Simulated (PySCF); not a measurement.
## Working with the constants of KP

UHF-CCSD(T) constants of KP, ³Σ⁻ (triplet), unpaired electrons π ↑↑ (K aug-pcseg-1, P aug-pcseg-1; no relativity (PySCF 2.14); masses 38.9637 and 30.9738 u):

- ωe: 192.8 cm⁻¹
- ωexe: 0.804 cm⁻¹
- Be: 0.099497 cm⁻¹
- αe: 0.000668 cm⁻¹
- De to K + P: 0.97 eV

Question: What force constant and bond length do these constants imply?

Answer: Reduced mass μred = 17.256 u; k = 5.8918×10⁻⁷·μred·ωe² (u, cm⁻¹, mdyn/Å) = 0.378 mdyn/Å; Re = √(16.8576/(μred·Be)) (u, cm⁻¹, Å) = 3.133 Å.

Question: Estimate the centrifugal constant D from the Kratzer relation and find the Dunham coefficient a1.

Answer: D = 4Be³/ωe² = 1.06e-07 cm⁻¹; a1 = −1 − αeωe/(6Be²) = -3.17.

Correlated steps freeze 10 core orbitals. Correlated levels converge slowly with the basis: in double zeta they bind strong bonds too weakly, by up to about 1 eV, and carry superposition errors of some tenths. The state was picked by a PBE0 search and need not be the measured ground state.
